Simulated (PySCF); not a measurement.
C₃H₉AlS, SMILES [Al]([CH3])([S]C)[CH3]. Geometry optimised at PBE-D3(BJ)/def2-SVP. The structure was generated by enumeration; whether it is a known compound was not checked. The values are those of a single conformer.

Give the equilibrium geometry at PBE-D3(BJ)/def2-SVP (PySCF confirms it by a frequency run) as Cartesian coordinates in Å. (Estimate from the structure and the level; the computed values follow.)

This is not unique; one that fits is 
```xyz
14

Al     0.2469     0.1468     0.7523
C      0.2989    -0.8122     2.4648
H     -0.1237    -1.8349     2.3983
H     -0.2687    -0.2601     3.2446
H      1.3424    -0.8997     2.8371
C      0.9026     1.9837     0.4722
H      1.7118     2.0212    -0.2881
H      1.3074     2.4177     1.4098
H      0.0969     2.6593     0.1135
S     -0.6188    -0.9704    -0.9375
C     -0.5143     0.1996    -2.3571
H     -0.0530     1.1643    -2.0737
H     -1.5347     0.3890    -2.7418
H      0.0897    -0.2648    -3.1599
```
